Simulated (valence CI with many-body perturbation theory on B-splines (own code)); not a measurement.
**Level structure of Eu XIV**

Calculated by configuration interaction combined with many-body perturbation theory (CI+MBPT): four valence electrons over a frozen Dirac-Fock core [Kr] 4d10, a basis of 7 s, 7 p, 7 d, 7 f, 4 g, 2 h functions for each j, with the one-electron correlation potential Σ1, the two-electron term Σ2, the three-electron term Σ3, Breit, model QED; selected CI, second order for the rest, scaled by the run's own slope (own B-spline code, finite nucleus).

No measured spectrum was set against this ion. As an estimate, terms of the open shell hold to a few per cent of their energy, and close levels can change places; configurations with another count of f electrons can be misplaced by thousands of cm⁻¹.

Levels 181 to 203 of 203, with energies above the lowest level, 4f²5s² ³H_4. "Leading %" is the weight of the configuration and term that name the level; weights of strongly mixed levels are sums over their largest components and can fall short. Lifetimes count E1, E2, E3, M1 and M2 decay at the calculated energies, and are blank where another channel may lead or the interval is too uncertain; long ones can be off by a factor of two.

| No. | Configuration | Term | J | E (eV) | Leading % | Second component | Lifetime |
| --- | --- | --- | --- | --- | --- | --- | --- |
| 181 | 4f⁴ | ³G | 4 | 22.840 | 83 | 10 % 4f⁴ ¹G | 1.79 μs |
| 182 | 4f⁴ | ³G | 3 | 22.846 | 96 |  | 2.14 μs |
| 183 | 4f⁴ | ³P | 2 | 22.866 | 91 | 4 % 4f⁴ ¹D | 1.42 μs |
| 184 | 4f²5s5p | ⁵H° | 6 | 22.920 | 43 | 31 % 4f²5s5p ⁵I° | 5.77 ns |
| 185 | 4f⁴ | ³G | 5 | 23.013 | 97 |  | 1.74 μs |
| 186 | 4f²5s5p | ⁵H° | 4 | 23.067 | 39 | 20 % 4f²5s5p ⁵G° | 1.51 ns |
| 187 | 4f5s²5p | ³G | 3 | 23.099 | 64 | 25 % 4f5s²5p ¹F | 322 ns |
| 188 | 4f²5s5p | ⁵G° | 3 | 23.102 | 51 | 21 % 4f²5s5p ⁵F° | 6.02 ns |
| 189 | 4f⁴ | ¹I | 6 | 23.163 | 86 | 6 % 4f⁴ ³H | 2.08 μs |
| 190 | 4f²5s5p | ³H° | 5 | 23.214 | 24 | 20 % 4f²5s5p ⁵G° | 1.40 ns |
| 191 | 4f²5s5p | ⁵G° | 4 | 23.376 | 26 | 20 % 4f²5s5p ⁵F° | 8.67 ns |
| 192 | 4f⁴ | ¹G | 4 | 23.641 | 84 | 13 % 4f⁴ ³G | 5.27 μs |
| 193 | 4f⁴ | ¹F | 3 | 23.665 | 70 | 23 % 4f⁴ ³D | 1.10 μs |
| 194 | 4f5s²5p | ³F | 2 | 23.678 | 58 | 21 % 4f5s²5p ¹D | 332 ns |
| 195 | 4f⁴ | ¹D | 2 | 23.812 | 68 | 26 % 4f⁴ ³D | 1.00 μs |
| 196 | 4f²5s5p | ³H° | 6 | 23.840 | 37 | 33 % 4f²5s5p ⁵G° | 1.57 ns |
| 197 | 4f²5s5p | ⁵F° | 2 | 24.050 | 30 | 21 % 4f²5s5p ³D° | 1.47 ns |
| 198 | 4f²5s5p | ⁵F° | 1 | 24.107 | 54 | 32 % 4f²5s5p ³D° | 1.22 ns |
| 199 | 4f²5s5p | ⁵H° | 7 | 24.159 | 48 | 30 % 4f²5s5p ⁵I° | 1.76 ns |
| 200 | 4f5s²5p | ³D | 3 | 24.222 | 40 | 38 % 4f5s²5p ³F | 320 ns |
| 201 | 4f²5s5p | ⁵D° | 3 | 24.232 | 31 | 19 % 4f²5s5p ⁵G° | 1.53 ns |
| 202 | 4f²5s5p | ⁵G° | 5 | 24.264 | 28 | 14 % 4f²5s5p ³I° | 1.43 ns |
| 203 | 4f²5s5p | ³H° | 4 | 24.300 | 29 | 20 % 4f²5s5p ³G° | 2.20 ns |

Names give the largest LS component (configuration and term), which can be under half, so a name can repeat, a term be missing and a line seem to break the LS rules; names also repeat where a configuration has a term twice.

Where two levels of one J and parity lie close, their mixing, g and order are uncertain.
